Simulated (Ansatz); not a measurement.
Cost and result for the atomization energy of CH4F3GaO, SMILES `C[OH+][Ga-]([F])([F])[F]` (10 atoms, 9 bonds).

Z-matrix (Å, degrees):
```
C
O 1 1.440
H 1 1.090 2 110.6
H 1 1.087 2 106.5 3 -119.0
H 1 1.089 2 108.9 3 122.7
Ga 2 2.015 1 120.8 3 60.2
H 2 0.965 1 111.2 3 -66.4
F 6 1.742 2 104.9 1 99.3
F 6 1.755 2 92.5 1 -139.6
F 6 1.752 2 98.8 1 -21.3
```

Total charge 0; spin multiplicity 1. Correlated methods include outer-core shells of Ga, which these sets cover unevenly. Scalar relativity is left out up to krypton. All single points use the PBE0-D4/def2-TZVP geometry. It is one conformer, not always the lowest. Program: Ansatz. All runs use 4 threads of an Arm Neoverse V2 on a shared host. Times are those of one run each, without the atoms' runs, and a repeat can differ threefold. Electronic energies, without spin–orbit coupling; frozen cores. CCSD(T)/CBS adds CCSD(T) − MP2 in def2-TZVPP to the MP2 limit, and its time is that of the two runs behind it. T1 = 0.013. With those shells the extrapolation isn't a true limit. HSE06 is the plane-wave form, built on full-range PBE exchange.

CCSD(T)/CBS is a level of theory with its own doubt, some kJ/mol a heavy atom from the limit and from the frozen cores, so smaller differences don't rank the functionals.

```tsv
level	functions	wall time
LDA (SPW92)/def2-TZVPP	259	1.7 s
revPBE-D4/def2-TZVPP	259	2 s
BLYP-D4/def2-TZVPP	259	2 s
PBE0-D4/def2-TZVPP	259	3.1 s
HSE06-D4/def2-TZVPP	259	3.4 s
BHLYP-D4/def2-TZVPP	259	3.4 s
r2SCAN-D4/def2-TZVPP (with forces)	259	4.9 s
ωB97X-V/def2-TZVPP	259	8.5 s
ωB97M-V/def2-TZVPP (with forces)	259	12 s
CCSD(T)/def2-SVP	122	15 s
MP2/def2-QZVPP	494	31 s
CCSD(T)/def2-TZVPP	259	6.8 min
CCSD(T)/CBS(def2)	–	7.3 min
```

Task: What atomization energy does each give, and how far from CCSD(T)/CBS? (Estimate.)

Result: Ansatz gave: 
| level | atomization (kJ/mol) | difference from CCSD(T)/CBS | per bond |
| --- | --- | --- | --- |
| LDA (SPW92)/def2-TZVPP | 4263.3 | 559.7 | 62.2 |
| revPBE-D4/def2-TZVPP | 3612.5 | -91.1 | -10.1 |
| BLYP-D4/def2-TZVPP | 3653.9 | -49.7 | -5.5 |
| PBE0-D4/def2-TZVPP | 3632.3 | -71.3 | -7.9 |
| HSE06-D4/def2-TZVPP | 3635.0 | -68.6 | -7.6 |
| BHLYP-D4/def2-TZVPP | 3500.3 | -203.3 | -22.6 |
| r2SCAN-D4/def2-TZVPP (with forces) | 3687.6 | -16.0 | -1.8 |
| ωB97X-V/def2-TZVPP | 3683.3 | -20.3 | -2.3 |
| ωB97M-V/def2-TZVPP (with forces) | 3669.2 | -34.4 | -3.8 |
| CCSD(T)/def2-SVP | 3512.5 | -191.1 | -21.2 |
| MP2/def2-QZVPP | 3796.6 | 93.0 | 10.3 |
| CCSD(T)/def2-TZVPP | 3620.3 | -83.3 | -9.3 |
| CCSD(T)/CBS(def2) | 3703.6 | 0.0 | 0.0 |

The D4 term adds +28.7 kJ/mol with B3LYP and +15.1 kJ/mol with PBE0; it sums over pairs of atoms, weighted by their polarisabilities, and B3LYP, whose exchange is more repulsive, gets the larger term. From r2SCAN to r2SCAN0 (25 % exact exchange), in def2-TZVPP and without D4, the atomization energy moves by −95.0 kJ/mol: exact exchange takes away binding that semilocal exchange gives to molecules. Leaving LDA and LC-ωPBE aside and taking each functional with its dispersion term where it has one, the values, not all of them listed here, spread over 231.7 kJ/mol, from BHLYP-D4 to PBE-D4. LDA lies +549.1 kJ/mol from PBE without D4, its usual overbinding.

B3LYP here is the variant with VWN-RPA as its local correlation; programs differ in this.
